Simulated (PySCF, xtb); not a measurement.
C4H5ClSi, SMILES C#C[SiH2]C(=C)Cl.

GFN2-xTB (xtb 6.7.1) at its own geometry gives an orbital gap of 4.21 eV and a dipole moment of 1.68 D.

Geometry: PBE-D3(BJ)/def2-SVP. The structure was generated by enumeration, and PubChem lists no compound with its InChIKey, so it may never have been made. Other conformers were not sampled.

Question: What does HF/def2-TZVP in PySCF give? (Estimate from the structure and the level; the computed values follow.)

Answer: gap 12.95 eV (levels -10.13 and 2.82 eV), dipole 2.39 D.
